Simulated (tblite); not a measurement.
What does the GFN2-xTB structure of `C([Si@@H](C=O)[C@H](F)C)(=O)C` look like in three dimensions?

```xyz
18
C5H9FO2Si angstrom
C     -1.9107   -1.5766   -0.6222
C     -1.5915   -0.4033    0.2556
O     -2.0410   -0.2768    1.3706
Si    -0.4264    0.9603   -0.4895
C     -0.0017    2.1900    0.9256
O      1.1255    2.4716    1.2441
C      1.2191    0.1794   -1.1238
C      2.0533   -0.4834   -0.0381
F      0.8970   -0.7739   -2.0944
H     -0.9897   -2.0391   -0.9693
H     -2.5244   -2.3035   -0.0951
H     -2.4394   -1.2170   -1.5027
H     -1.1341    1.6426   -1.5776
H     -0.8523    2.6401    1.4745
H      1.8261    0.9215   -1.6549
H      2.9392   -0.9448   -0.4703
H      2.3630    0.2709    0.6793
H      1.4792   -1.2516    0.4765
```

Any rigid rotation of these coordinates is as good. Atoms count from 1 in this order. Of the pairs four or more bonds apart, F9···H10 is among the closest relative to their van der Waals radii: 2.54 Å, 95 % of the sum of Bondi's values. The C–C distances run from 1.500 Å (C1–C2, drawn single) to 1.521 Å (C7–C8, drawn single), a spread of 0.021 Å. Si4 (SiH silicon) is tetrahedral (angles from 107.4° to 110.9°).

Bonds between heavy atoms (Å): C1–C2 1.500, C2=O3 1.209, C2–Si4 1.942, Si4–C5 1.922, C5=O6 1.205, Si4–C7 1.929, C7–C8 1.521, C7–F9 1.398.

The geometry is computed with GFN2-xTB (gas phase).

Point group: C1 (no symmetry element, even within 0.4 Å). Its lowest GFN2-xTB frequency is 5i cm⁻¹, too small to tell a flat minimum from a shallow saddle. The numbers are those of one conformer (C1–C2–Si4–C5 -172°, C2–Si4–C5–O6 125°, C2–Si4–C7–C8 -62°). 3 starts were optimised and ended at 0.00, 0.00 and 0.57 kcal/mol (GFN2-xTB); the lowest of these is shown.

The run took 1.2 s wall on one thread, Arm Neoverse N1 (aarch64), shared host with 64 logical CPUs at a one-minute load of 46. This is the geometry optimisation.
